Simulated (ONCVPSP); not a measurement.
# sulfur, ONCV: configuration errors across variants

S (Z = 16), optimised norm-conserving Vanderbilt (ONCV), made with ONCVPSP 4.0.1 (PBE, scalar-relativistic). Core [Ne], reference 3s2 3p4. Waves: 3s: rc 1.20 bohr, ncon 4, nbas 7, qcut 5.9 1/bohr, 2 projectors, debl 1.8 Ha; 3p: rc 1.50 bohr, ncon 4, nbas 8, qcut 6 1/bohr, 2 projectors, debl 1.7 Ha; d scattering state at 0.15 Ha: rc 1.15 bohr, ncon 4, nbas 7, qcut 8.4 1/bohr, 2 projectors, debl 3.5 Ha. Local part: polynomial inside 1.05 bohr (lpopt 5, dvloc0 0 Ha). Core correction: none.

All-electron excitation energies from the reference (eV): (1) 3s2 3p3 11.769; (2) 3s2 3p2 34.052; (3) 3s2 3p1 68.094; (4) 3s1 3p4 22.648.

2 further variants failed, have other tests or too few solved ones, and are left out.

A true bound ghost makes a file unfit for plane-wave use even where its test errors are small: the radial tests pick states by their node count and pass the ghost by.

Errors AE − PS in meV (a dash: test not solved or not reliable):

| change | (1) | (2) | (3) | (4) | bound ghosts | GHOST(+) flags above zero |
| --- | --- | --- | --- | --- | --- | --- |
| base | -0.5 | +4.2 | +31 | -0.6 | s | none |
| s: rc 1.14 | -0.4 | +4.6 | +33 | -0.8 | s | none |
| s: rc 1.52 | -0.5 | +4.5 | +33 | +1.7 | none | s |
| s: rc 1.62 | -0.4 | +4.6 | +33 | +1.1 | none | s |
| s: rc 1.74 | -0.4 | +5.1 | +35 | -0.7 | none | s |

(1) Give the same row for: s: rc 1.34.

## Answers

(1) -0.5, +4.5, +33, +1.5; bound ghosts: none; GHOST(+) flags above zero: s.
